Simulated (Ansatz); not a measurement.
AlFH$_{4}$SSi (`[F][AlH][S][SiH3]`) at its PBE0-D4/def2-TZVP geometry, where that method's forces vanish. Total charge 0; spin multiplicity 1.

```xyz
8

F    -3.1811    0.4349   -1.1244
Al   -1.6339    0.5729   -0.5815
S    -0.6129   -1.2996   -0.2015
Si    1.2820   -0.5507    0.4573
H    -1.0200    2.0016   -0.3810
H     2.3403   -1.0560   -0.4503
H     1.5384   -1.0380    1.8342
H     1.2872    0.9348    0.4472
```

Question: What forces (eV/Å) does r2SCAN-D4/def2-TZVPP give on these atoms in Ansatz 0.2.0? (An estimate is asked.)

Answer: Computed: 
```
F1  -0.033 -0.005 -0.012
Al2  0.021  0.064  0.007
S3  -0.021 -0.030 -0.007
Si4  0.043  0.013  0.015
H5  -0.023 -0.032 -0.008
H6  -0.013  0.013  0.025
H7   0.005  0.013 -0.027
H8   0.022 -0.036  0.008
```
